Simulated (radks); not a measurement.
Dy IV, configuration [Xe] 4f9.

All-electron calculation, Dirac Kohn-Sham, PBE, spin-unpolarised, spherical densities, point nucleus; open shells fill j = l - 1/2 first. Program: a radial shooting solver on a logarithmic mesh with Libxc functionals.

Energy parts (eV):
total: -331072.92
kinetic: 363245.35
electron-nucleus: -814443.61
Hartree: 127294.46
exchange-correlation: -7169.12

Orbitals (lengths in bohr, moments of r in powers of bohr; r(max) is where P^2 peaks):
| orbital | occ. | eigenvalue (eV) | <r^4> | r(max) |
|---|---|---|---|---|
| 1s1/2 | 2 | -53634.53 | 9.913e-07 | 0.01337 |
| 2s1/2 | 2 | -8953.390 | 0.0001553 | 0.07620 |
| 2p1/2 | 2 | -8515.847 | 0.00009557 | 0.05740 |
| 2p3/2 | 4 | -7715.627 | 0.0001279 | 0.06342 |
| 3s1/2 | 2 | -2018.556 | 0.005958 | 0.2156 |
| 3p1/2 | 2 | -1827.888 | 0.005383 | 0.2031 |
| 3p3/2 | 4 | -1661.724 | 0.006690 | 0.2157 |
| 3d3/2 | 4 | -1334.368 | 0.004771 | 0.1709 |
| 3d5/2 | 6 | -1298.094 | 0.005103 | 0.1744 |
| 4s1/2 | 2 | -425.4506 | 0.1458 | 0.4943 |
| 4p1/2 | 2 | -350.2296 | 0.1648 | 0.4975 |
| 4p3/2 | 4 | -312.9954 | 0.2049 | 0.5244 |
| 4d3/2 | 4 | -189.1720 | 0.2879 | 0.5293 |
| 4d5/2 | 6 | -182.4097 | 0.3090 | 0.5380 |
| 4f5/2 | 6 | -35.0257 | 1.824 | 0.5321 |
| 4f7/2 | 3 | -34.0814 | 1.956 | 0.5371 |
| 5s1/2 | 2 | -78.1391 | 4.909 | 1.148 |
| 5p1/2 | 2 | -57.2118 | 7.852 | 1.247 |
| 5p3/2 | 4 | -52.0558 | 10.03 | 1.324 |
| 5d3/2 | 0 | -25.1148 | 42.15 | 1.731 |
| 5d5/2 | 0 | -24.6326 | 45.13 | 1.766 |
| 6s1/2 | 0 | -23.0840 | 146.6 | 2.806 |

The highest occupied level is 4f7/2 at -34.081 eV. For comparison, the ionisation energy in NIST's Atomic Spectra Database is 41.2 eV (semi-empirical). In exact Kohn-Sham theory the highest level is minus the ionisation energy, but local and semilocal functionals leave it too shallow, through self-interaction and a potential that decays too fast; potentials with the right tail come closer.

Beside tabulated values, note that spin-unpolarised runs miss the spin-polarisation part of the exchange energy of open shells.
